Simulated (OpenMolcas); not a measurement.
**Re4+: ligand-field states by method**

Re4+ with 6 ligands (fluoride) in octahedral coordination (Oh) at 1.91 Å. A charge of +0.333 e stands 2.4 Å behind each ligand. Ligand basis ANO-RCC-VDZP.

```yaml
Program: OpenMolcas
Basis: ANO-RCC-VTZP [8s7p5d3f2g1h]
Scalar_Hamiltonian: DKH2, point nucleus
Active_space: 3 electrons in 5 orbitals (5d)
State_averaging: 2S+1 = 4 even, 10 roots; 2S+1 = 2 even, 40 roots
Spin-orbit_coupling: RASSI with atomic mean-field integrals over the reference wave functions
```

I. CASSCF
II. SS-CASPT2, IPEA 0.25 Eh, imaginary shift 0.1 Eh (closed shells correlated: 5s 5p and the ligand valence shells)

Spin-free states (labels of O, the rotations of Oh) in cm-1, each column counted from its own energy of the first state listed:

| State | Degeneracy | I | II |
| --- | --- | --- | --- |
| 4A2 | 1 | 0 | 0 |
| 2E | 2 | 14489 | 10930 |
| 2T1 | 3 | 14962 | 10870 |
| 2T2 | 3 | 23160 | 18120 |
| 4T2 | 3 | 37793 | 38100 |
| 4T1 | 3 | 45830 | 44260 |
| 2A1 | 1 | 49202 | 45600 |
| 2S+1 = 2 | 3 | 51262 | 47770 |
| 2S+1 = 2 | 3 | 51751 | 47760 |
| 2E | 2 | 53442 | 49030 |
| 2T1 | 3 | 56946 | 51730 |
| 2T2 | 3 | 61160 | 55160 |
| 2A2 | 1 | 63273 | 55650 |
| 2E | 2 | 73624 | 65270 |
| 4T1 | 3 | 78044 | 78020 |

From I to II, I's first state of the same spin (4T2) moves from 37793 to 38100 cm-1, by about +310 cm-1.

From I to II, I's first state of another spin (2E) moves from 14489 to 10930 cm-1, by about -3600 cm-1. In II another state of that kind comes below it.

II: A least-squares ligand-field fit to the states below 45000 cm-1, each weighted by its degeneracy and with a free common offset, gives 10Dq = 38496 cm-1, B = 534 cm-1 and C = 2310 cm-1 (C/B = 4.32), with an rms deviation of 192 cm-1. The same method and metal basis give the free ion B = 737 cm-1 (fit to its terms below 60000 cm-1, rms deviation 283 cm-1), so the nephelauxetic ratio is β = 534 / 737 = 0.72; it hangs on how both fits weigh the states, and computed free-ion B values tend to be too large, so β mixes covalency with correlation.

χT at 300 K: I 1.48, II 1.41 cm3 K/mol.

The states above are spin-free; spin-orbit coupling is strong here and shifts and splits them by thousands of cm-1.

Roots that are degenerate in the reference are averaged as groups; the widest CASPT2 spread within a group is 360 cm-1 (the 3-fold group of multiplicity 2 near 47800 cm-1 above the lowest state of its run, II). Shifts and gaps below about the spread of the groups concerned are not significant. Over all roots computed the reference weight is 0.70 to 0.71 in II; a low but even weight reflects the number of correlated electrons. The least metal-like active orbital is 76 % on the metal (Löwdin) and no ligand orbital is active, so the numbers are rough. Ligand-to-metal charge-transfer states are missing. With no ligand orbital active B as a rule stays too high, so bands that hang on it stand too high and its fall with covalency is understated. Without dynamic correlation the repulsion within the d shell is too large (B by tens of per cent), so at a given field states of lower spin stand too high (holds for I). With metal d orbitals alone the field can be off either way by tens of per cent (holds for I). With one d shell and no ligand orbital active, 10Dq can be off by a tenth or more (holds for II). The distance lies 2 % under the 1.94 Å that this model takes as the normal distance (a Shannon-type radius plus a fixed donor radius); by an R⁻⁵ law this alone changes a d-shell field by about +8 %. No measured value stands beside these numbers; the geometry is a model, was not optimised and need not be the one that this ion takes.

A state without a sure symmetry label is named by its multiplicity alone.
